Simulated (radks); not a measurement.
Ar+, 17 electrons, occupied as [Ne] 3s2 3p5. Calculated with a radial shooting solver on a logarithmic mesh with Libxc functionals: scalar-relativistic Kohn-Sham, LDA (Slater exchange, VWN5 correlation), spin-unpolarised, spherical densities, finite nucleus; Fermi nuclear charge, rms radius 3.4274 fm.

X-ray form factor f0, the Fourier transform of the density (f0(0) = 17):

| sin(theta)/lambda (1/angstrom) | f0 (electrons) |
|---|---|
| 0.05 | 16.638 |
| 0.1 | 15.652 |
| 0.15 | 14.285 |
| 0.2 | 12.811 |
| 0.25 | 11.437 |
| 0.3 | 10.272 |
| 0.4 | 8.612 |
| 0.5 | 7.588 |
| 0.6 | 6.858 |
| 0.8 | 5.608 |
| 1 | 4.438 |
| 1.25 | 3.243 |
| 1.5 | 2.427 |
| 2 | 1.616 |
